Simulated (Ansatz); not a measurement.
Start from `O[SiH2][SiH](Cl)Cl` and change one atom or group to get `[SiH3]C[SiH](Cl)Cl`.

Ansatz, PBE0-D4/def2-TZVP geometries, multiplicity 1. Each molecule was computed in one conformer, which needn't be the lowest.

```csv
property,`O[SiH2][SiH](Cl)Cl`
HOMO–LUMO gap (B3LYP/def2-TZVPP) / eV,6.63
HOMO energy (PBE/def2-TZVPP) / eV,-6.75
size of the dipole moment (ωB97M-V/def2-TZVPP) / D,0.74
size of the dipole moment (B3LYP/def2-TZVPP) / D,0.71
LUMO energy (B3LYP/def2-TZVPP) / eV,-1.16
zero-point energy (PBE0-D4/def2-TZVP) / kJ/mol,115.6
```

Problem. What does the change do to each property? (Estimate.)

Solution. Ansatz gave: 
```
                                          property  `[SiH3]C[SiH](Cl)Cl`  shift
             HOMO–LUMO gap (B3LYP/def2-TZVPP) / eV                  8.64   2.01
                 HOMO energy (PBE/def2-TZVPP) / eV                 -7.49  -0.74
size of the dipole moment (ωB97M-V/def2-TZVPP) / D                  1.70   0.96
  size of the dipole moment (B3LYP/def2-TZVPP) / D                  1.71   1.00
               LUMO energy (B3LYP/def2-TZVPP) / eV                  0.08   1.24
    zero-point energy (PBE0-D4/def2-TZVP) / kJ/mol                 169.5   53.9
```

With PBE0 the HOMO falls by 0.81 eV and the LUMO rises by 1.24 eV, so the gap widens by about 2.05 eV. PBE moves the HOMO by -0.74 eV and ωB97M-V by -0.96 eV. The zero-point energy changes by 53.9 kJ/mol with +6 modes. Dipoles are sizes alone; their direction can turn.

B3LYP here is the variant with VWN-RPA as its local correlation; programs differ in this.
